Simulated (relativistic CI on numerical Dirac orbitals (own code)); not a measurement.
## Rh⁺ (4d8) in a crystal field

Calculated by Dirac-Coulomb-Breit CI, KLI orbitals optimised for each configuration, model QED (radiative potential, 1s self-energy scaled to tabulated hydrogen-like ionisation energies), valence Slater integrals scaled by 0.75, one configuration in a parametric crystal field (own radial code).

Field parameters in Wybourne normalisation: D3d B²₀ = −7Dσ, B⁴₀ = −14Dq − 21Dτ, B⁴₃ = −14√(10/7) Dq. The field is a parameter set, without covalency.

S is read from ⟨S²⟩ = S(S + 1).

Levels (cm⁻¹, degeneracy): 0 (2), 8 (1), 9574 (2), 14021 (1), 14072 (2), 15271 (2), 15823 (2), 16095 (1), 16351 (1), 17534 (1), 20517 (2), 20583 (1).

Q: Which field gives this pattern?
A. D3d, 10Dq = 22250, Dσ = 150, Dτ = -100 cm⁻¹
B. D3d, 10Dq = 14050, Dσ = 800, Dτ = 420 cm⁻¹
C. D3d, 10Dq = 9050, Dσ = -1160, Dτ = 50 cm⁻¹
D. D3d, 10Dq = 21950, Dσ = -790, Dτ = 50 cm⁻¹

A: B. D3d, 10Dq = 14050, Dσ = 800, Dτ = 420 cm⁻¹, ground level with S = 1.00.
